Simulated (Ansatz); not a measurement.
System: aminoborane, sum formula BNH4, net charge 0, singlet state. SMILES: BN
Coordinates optimised at B3LYP-D3(BJ)/def2-TZVP (Ansatz, a quantum-chemistry and plane-wave program):
```xyz
6

B     -0.7766     0.0323    -0.0041
N      0.6098    -0.0254     0.0032
H     -1.3984    -0.9854    -0.0254
H     -1.3119     1.0982     0.0110
H      1.1972     0.7922     0.0209
H      1.1274    -0.8889    -0.0085
```
Charge 0, spin multiplicity 1.

Parts of the frozen-core correlation energy in STO-3G (Ansatz, hartree). Frozen orbitals: 2; correlated occupied orbitals by spin: 6 and 6; virtual: 6 and 6. No spin-orbit coupling. Non-relativistic.

```csv
term,value
reference (HF),-80.46394
MP2 opposite-spin,…
MP2 same-spin,…
CCSD correlation,…
(T),-0.00232
FCI minus CCSD(T),-0.00038
T1 diagnostic,0.021
largest doubles amplitude,0.092
```

### Question
Some entries are withheld; supply them.

### Answer

- MP2 opposite-spin, value: -0.07943
- MP2 same-spin, value: -0.01130
- CCSD correlation, value: -0.11885
